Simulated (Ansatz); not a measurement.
Geometry optimisation, RKS CAM-B3LYP-D4/STO-3G in Ansatz.

The input (input.yaml):

```yaml
crystal:
  periodic: [false, false, false]
  atoms:
    - { symbol: "N", position_ang: [-2.1891, 0.9073, 1.0263] }
    - { symbol: Si, position_ang: [-0.6497, 1.567, 1.0417] }
    - { symbol: C, position_ang: [0.5367, 0.344, 0.2699] }
    - { symbol: O, position_ang: [0.213, -0.2636, -0.9474] }
    - { symbol: C, position_ang: [1.1033, -1.1932, -1.4626] }
    - { symbol: O, position_ang: [1.1458, -2.3264, -0.6367] }
    - { symbol: H, position_ang: [-2.4317, 0.7128, 0.0539] }
    - { symbol: H, position_ang: [-2.2235, 0.0912, 1.5197] }
    - { symbol: H, position_ang: [-0.6682, 2.8457, 0.3074] }
    - { symbol: H, position_ang: [-0.3036, 1.8433, 2.4798] }
    - { symbol: H, position_ang: [1.5056, 0.8665, 0.1265] }
    - { symbol: H, position_ang: [0.7676, -0.4346, 1.044] }
    - { symbol: H, position_ang: [0.7686, -1.4474, -2.4776] }
    - { symbol: H, position_ang: [2.0686, -0.7146, -1.4682] }
    - { symbol: H, position_ang: [0.3348, -2.8487, -0.8473] }
basis:
  gaussian: { orbitals: STO-3G }
hamiltonian:
  xc: cam_b3lyp
  dispersion: d4
relax:
  f_tol: 0.02
  max_steps: 40
```

Command:

```bash
$ ansatz run input.yaml --threads 1 --pin off --max-ram 2048MiB --backend cpu --events-out ev --progress --plain --runs-dir out
```

**Question.** Where does it end, and by what steps?

**Answer.** The run converged. The force dipped under the threshold on the way, but the program's further checks kept it going. Limits of this set-up: minimal basis. After 7 steps the energy has fallen by 1.178 eV; H15 moved furthest, 0.26 Å.

```
step  energy less start (eV)  largest force component (eV/Å)  accepted
   0                  0.0000                           5.253       yes
   1                 -1.0753                           1.367       yes
   2                 -1.1652                           0.329       yes
   3                 -1.1748                           0.182       yes
   4                 -1.1766                           0.126       yes
   5                 -1.1779                           0.035       yes
   6                 -1.1782                           0.018       yes
   7                 -1.1785                           0.014       yes
```

```xyz
15
Properties=species:S:1:pos:R:3
N -2.268 0.903 1.050
Si -0.634 1.545 1.006
C 0.647 0.328 0.328
O 0.183 -0.131 -0.994
C 1.126 -1.136 -1.477
O 1.157 -2.331 -0.647
H -2.604 0.627 0.102
H -2.342 0.040 1.632
H -0.639 2.714 0.168
H -0.245 1.881 2.351
H 1.638 0.816 0.239
H 0.785 -0.537 1.003
H 0.805 -1.351 -2.524
H 2.174 -0.755 -1.485
H 0.193 -2.664 -0.724
```

Whether the end is a true minimum wasn't checked by a vibrational analysis.

Time of the run: 37 s on 1 thread of Arm Neoverse V1, on a shared host, peak memory 0.16 GiB.
